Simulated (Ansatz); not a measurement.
Reaction (ligand exchange at the Al–N bond): `[AlH2][NH][SiH2]O[SiH3]` + `C[NH][AlH2]` → `C[N]([AlH2])[AlH2]` + `N[SiH2]O[SiH3]`

Isolated molecules relaxed with PBE0-D4/def2-TZVP in Ansatz; ΔE leaves out vibrations. CCSD(T)/CBS is the MP2 limit (def2-TZVPP, def2-QZVPP) plus CCSD(T) − MP2 in def2-TZVPP, frozen cores. DFT in def2-TZVPP. Each species was taken in one conformer, which may not be the lowest.

```csv
level,ΔE (kJ/mol),difference from CCSD(T)/CBS
PBE-D4,21.8,-0.9
r2SCAN0-D4,23.1,0.4
CAM-B3LYP-D4,24.9,2.2
B2PLYP,23.7,1.0
PBE0,22.8,0.1
r2SCANh,22.9,0.2
BHLYP,26.0,3.3
LC-ωPBE,23.2,0.5
RPA@PBE/def2-TZVPP,23.0,0.3
MP2/def2-SVP,24.7,2.0
CCSD/def2-SVP,27.2,4.5
CCSD(T)/def2-SVP,26.3,3.6
CCSD/def2-TZVPP,23.9,1.2
MP2/def2-QZVPP,21.2,-1.5
SCS-MP2/def2-QZVPP,22.7,0.0
CCSD/CBS(def2),24.0,1.3
CCSD(T)/CBS,22.7,0
```

Largest T1 diagnostic among the species: 0.012.

At CCSD(T), def2-SVP lies +3.6 kJ/mol from the extrapolated value and def2-TZVPP −0.1 kJ/mol. Leaving LDA and LC-ωPBE aside and taking each functional with its dispersion term where it has one, the values, not all of them listed here, spread over 3.1 kJ/mol, from PBE-D4 to BHLYP-D4. In def2-TZVPP, CCSD(T) changes the Hartree–Fock value by −6.3 kJ/mol (the triples alone add −1.3 kJ/mol) and MP2 by −7.8 kJ/mol.
